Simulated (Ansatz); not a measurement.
Consider the formal exchange of groups at the Si–C bond: `C#CC[SiH2]F` + `COCI` → `F[SiH2]OCI` + `C#CCC`.

Program: Ansatz. Geometries: PBE0-D4/def2-TZVP. ΔE: electronic, gas phase. CBS: MP2 limit from def2 TZ/QZ plus the TZ coupled-cluster correction, frozen cores. DFT in def2-TZVPP. Elements past krypton have def2 core potentials. For I outer-core shells are correlated without core-valence functions, which leaves a few kJ/mol of doubt a bond. Each species was taken in one conformer, which may not be the lowest.

```
      species  r2SCAN-D4 energy (Eh)
`C#CC[SiH2]F`             -506.61837
       `COCI`             -452.23092
 `F[SiH2]OCI`             -802.97333
      `C#CCC`             -155.92446
```

Q: Work out ΔE.

A: ΔE = (-802.97333) + (-155.92446) − (-506.61837) − (-452.23092) = -0.04850 Eh = -127.3 kJ/mol. CCSD(T)/CBS gives -137.1 kJ/mol.

Largest T1 diagnostic among the species: 0.012.

From PBE to PBE0 (25 % exact exchange), in def2-TZVPP and without D4, ΔE moves by −7.3 kJ/mol. In def2-TZVPP, CCSD(T) changes the Hartree–Fock value by +10.0 kJ/mol (the triples alone add +2.8 kJ/mol) and MP2 by +6.4 kJ/mol.
